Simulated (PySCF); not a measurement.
C₂H₈BP, SMILES CB(C)P. Heavy atoms are numbered as in [B:1]([CH3:2])([CH3:6])[PH2:10]. Hydrogens are named by the atom that carries them.

Geometry optimised at B3LYP-D3(BJ)/def2-SVP. Other conformers were not sampled.

Computed with PBE/pcSseg-1 run with PySCF.

GIAO shieldings, no solvent; atoms alike by connectivity are averaged. δ = σ(ref) − σ: ¹¹B against BF3 (σ = 83.9 ppm); ¹³C against TMS (σ = 182.0 ppm); ¹H against TMS (σ = 31.49 ppm); ³¹P against PH3 (σ = 576.8 ppm), references at their B3LYP-D3(BJ)/def2-TZVP geometries, non-relativistic.

| nucleus | atoms | count | δ (ppm) |
|---|---|---|---|
| ¹¹B | B1 | 1 | 83.9 |
| ¹³C | C2 (CH3) | 2 | 19.9 |
| ¹H | H on P10 | 2 | 3.31 |
| ¹H | H on C2 | 6 | 1.45 |
| ³¹P | P10 (PH2) | 1 | 102.2 |
